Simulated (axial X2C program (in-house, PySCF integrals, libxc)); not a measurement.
**TiBr⁺: the levels of the configuration d2 s0 p(π)0**

Computed with an in-house all-electron X2C program for linear molecules (integrals from PySCF): two-component X2C with atomic mean-field Coulomb and Gaunt terms, basis Ti dyall-v3z, Br dyall-v3z (cores contracted in-house). Orbitals come from Hartree–Fock averaged over the configuration Ti d2 s0 p(π)0; CI then distributes these electrons over the d, s, p(π) shells of Ti.

R = 2.399 Å (near the minimum of the configuration average).

Active spinors (ω > 0):

```csv
shell,ω,ε (eV),character
d,3/2,-4.80,100% Ti d
d,1/2,-4.79,"87% Ti d, 8% Ti s"
d,5/2,-4.78,100% Ti d
d,1/2,-4.58,95% Ti d
d,3/2,-4.57,95% Ti d
s,1/2,-5.81,"60% Ti s, 34% Ti p"
p(π),1/2,-3.40,"90% Ti p, 6% Ti d"
p(π),3/2,-3.37,"89% Ti p, 6% Ti d"
```

Lowest levels of this model:

```tsv
Ω	energy (cm⁻¹)	g∥	configuration
2	0	2.00	100% d2
3	221	6.00	100% d2
4	444	10.00	100% d2
1	1419	0.69	100% d2
0	1448	0.00	100% d2
1	1508	3.16	100% d2
2	1522	4.22	100% d2
3	1650	8.00	100% d2
0	1762	0.00	100% d2
2	1816	5.79	100% d2
1	1839	2.15	100% d2
0	1849	0.00	100% d2
0	9491	0.00	100% d2
1	10425	2.02	100% d2
0	11560	0.00	100% d2
1	11574	3.98	100% d2
2	13130	4.01	100% d2
4	13371	8.00	100% d2
0	14901	0.00	100% d2
0	14902	0.00	100% d2
1	14990	2.00	100% d2
2	15082	6.00	100% d2
3	16311	6.00	100% d2
2	18303	4.00	100% d2
0	19949	0.00	100% d2
```

g∥ is the magnitude of 2⟨Lz + ge Sz⟩ for the +Ω component.

Question: From Ω and g∥ of the lowest level, whose 2⟨Lz + ge Sz⟩ is positive, find ⟨Sz⟩ and ⟨Lz⟩ (ge = 2.0023).

Answer: Ω = ⟨Lz⟩ + ⟨Sz⟩ = 2 and ⟨Lz⟩ + ge⟨Sz⟩ = 1.000, so ⟨Sz⟩ = -1.00 and ⟨Lz⟩ = 3.00.

Occupations of the active spinors in the lowest level by ω, shell by shell in order of energy: -5/2: 0.00; -3/2: 0.00 0.00 0.00; -1/2: 0.00 0.00 0.00 0.00; 1/2: 0.02 0.98 0.00 0.00; 3/2: 1.00 0.00 0.00; 5/2: 0.00. The leading determinant has weight 0.98 among 16.

This point took 0.83 s on 1 thread of Intel(R) Xeon(R) 6975P-C (Granite Rapids), on a shared host.

Dynamic correlation is missing, so gaps between terms are too wide and other configurations may lie lower; the lowest level listed is that of this model, not necessarily the ground state. For d shells the ligand-field splittings (σ, π, δ) and their order can be off by a thousand cm⁻¹ or more. At most 6 roots were kept for each Ω > 0 (twice that for Ω = 0) within 3.2 eV of the lowest, so higher up levels can be missing between those listed; levels with Ω > 0 are doubly degenerate and listed once, Ω = 0 levels singly. States that fill the shells left empty in the average are placed too high.
